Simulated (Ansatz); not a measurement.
A run for Ansatz (a program for electronic structure): R-CCSD(T)/aug-cc-pVQZ on H2 (SMILES [H][H]) with ghost functions, monomers drawn apart or pushed together.

Ansatz 0.2 input:
```yaml
crystal:
  periodic: [false, false, false]
  atoms:
    - {symbol: H, position_ang: [-0.09382464, -0.44001944, 2.11303740]}
    - {symbol: H, position_ang: [0.00520102, 0.29631836, 2.18357345]}
basis:
  gaussian:
    orbitals: aug-cc-pVQZ
    ghost_atoms:
      - {symbol: F, position_ang: [-0.08209952, 0.19386140, -0.50397270]}
      - {symbol: H, position_ang: [-0.06940098, 0.09894462, 0.41765146]}
magnetization: {spin_polarized: false}
correlation: {method: ccsd_t, electrons: outside_noble_gas}
scf: {lower_state_search: off}
```

It printed:

```
WARN ansatz: RAYON_NUM_THREADS=1 ignored (pool sized by the plan → 1); use --threads N
Functional definition: HF
these checks for a lower state are left out or cut short: stability, starts, cluster_reference, orbital_swaps, neighbouring_geometries, increment
integrals: 1.06 GiB planned
1278 factors; integrals over basis functions are off by at most 1.2e-3 eV
mean field: 0.49 GiB planned
mean field evaluation 1: about -30.7503 eV, gradient 3.6e0 eV
mean field evaluation 2: about -30.7503 eV, gradient 3.6e0 eV
mean field evaluation 4: about -30.8415 eV, gradient 7.1e-2 eV
mean field evaluation 8: about -30.8415 eV, gradient 3.0e-7 eV
mean field -30.84147747 eV, -1.1334033919 hartree, gradient 3.0e-7 eV, S^2 0.000000; 0 other end points of the search recorded, 0 dependent functions left out
reference -30.84147747 eV, -1.1334033919 hartree; 1, 1 occupied and 217, 217 virtual orbitals, 1278 factors
second order -0.90620127 eV of doubles, -0.00000000 eV of singles
coupled cluster: 1.08 GiB planned
cycle   1  -1.03376550 eV  change   -1.3e-1 eV  update   2.5e-2
cycle   2  -1.10140506 eV  change   -6.8e-2 eV  update   9.2e-3
cycle   3  -1.10087536 eV  change    5.3e-4 eV  update   1.1e-3
cycle   4  -1.10126630 eV  change   -3.9e-4 eV  update   2.7e-4
cycle   5  -1.10126174 eV  change    4.6e-6 eV  update   4.5e-5
cycle   6  -1.10124358 eV  change    1.8e-5 eV  update   1.1e-5
cycle   7  -1.10124170 eV  change    1.9e-6 eV  update   2.6e-6
cycle   8  -1.10124216 eV  change   -4.6e-7 eV  update   6.6e-7
perturbative correction 0.00000000 eV, 0.0000000000 hartree
Total energy: -31.94271963 eV, -1.1738732948 hartree
Checks for a lower state left out: stability, starts, cluster_reference, orbital_swaps, neighbouring_geometries, increment
```

The run converged.

Cost: about 3 core-minutes (a rough figure).
